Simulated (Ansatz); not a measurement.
`[CH3][Hf]([NH2])([NH2])[NH2]` + HCl → `[NH2][Hf]([NH2])([NH2])[Cl]` + CH₄  (ligand exchange at the Hf–C bond)

Program: Ansatz. Geometries: PBE0-D4/def2-TZVP. ΔE: electronic, gas phase. CCSD(T)/CBS adds triple-zeta CCSD(T) − MP2 to the extrapolated MP2 energy (def2 sets, frozen cores). This one scheme is used for every species. DFT in def2-TZVPP. B3LYP here is the variant with VWN-RPA as its local correlation; programs differ in this. Elements past krypton have def2 core potentials. For Hf outer-core shells are correlated without core-valence functions, which leaves a few kJ/mol of doubt a bond. One conformer a species, not always the lowest.

`[CH3][Hf]([NH2])([NH2])[NH2]`:

Z-matrix (Å, degrees):
```
C
Hf 1 2.245
H 1 1.097 2 111.9
H 1 1.097 2 111.9 3 120.0
H 1 1.097 2 111.9 3 -120.0
N 2 2.040 1 108.2 3 -170.0
N 2 2.040 1 108.2 3 -50.0
N 2 2.040 1 108.2 3 70.0
H 6 1.010 2 127.4 1 -125.6
H 6 1.012 2 124.1 1 51.0
H 7 1.012 2 124.1 1 51.0
H 7 1.010 2 127.4 1 -125.6
H 8 1.010 2 127.4 1 -125.6
H 8 1.012 2 124.1 1 51.0
```

HCl:

Cartesian coordinates in Å:
```
Cl -0.636 0.010 0.061
H 0.636 -0.010 -0.061
```

`[NH2][Hf]([NH2])([NH2])[Cl]`:

Cartesian coordinates in Å:
```
N 0.118 1.893 -0.008
Hf -0.177 -0.059 -0.470
N 1.599 -1.000 -0.206
N -1.451 -0.806 0.919
Cl -1.013 -0.335 -2.689
H 0.567 2.569 -0.612
H -0.226 2.368 0.814
H 1.808 -1.940 -0.516
H 2.437 -0.590 0.180
H -2.451 -0.654 0.927
H -1.212 -1.446 1.661
```

CH₄:

```xyz
5

C     0.000    0.000    0.000
H     0.257   -0.716    0.780
H     0.894    0.254   -0.569
H    -0.409    0.902    0.455
H    -0.742   -0.439   -0.666
```

```tsv
level	ΔE (kJ/mol)	difference from CCSD(T)/CBS
LDA (SPW92)	-224.1	3.1
PBE-D4	-225.9	1.3
revPBE-D4	-225.5	1.7
B3LYP-D4	-233.2	-6.0
PBE-QIDH	-234.7	-7.5
PBE	-226.4	0.8
revPBE	-226.3	0.9
r2SCAN	-236.2	-9.0
r2SCAN0	-237.2	-10.0
LC-ωPBE	-230.2	-3.0
RPA@PBE/def2-TZVPP	-220.7	6.5
HF/def2-SVP	-257.9	-30.7
MP2/def2-SVP	-244.1	-16.9
HF/def2-TZVPP	-247.0	-19.8
SCS-MP2/def2-QZVPP	-231.9	-4.7
HF/CBS(def2)	-245.5	-18.3
CCSD(T)/CBS	-227.2	0
```

Largest T1 diagnostic among the species: 0.014.

In def2-TZVPP, CCSD(T) changes the Hartree–Fock value by +20.0 kJ/mol (the triples alone add +0.4 kJ/mol) and MP2 by +14.3 kJ/mol. At CCSD(T), def2-SVP lies −13.1 kJ/mol from the extrapolated value and def2-TZVPP +0.2 kJ/mol.

CCSD(T)/CBS has its own doubt, a few kJ/mol and more with outer-core shells, so smaller differences from it don't rank the levels.
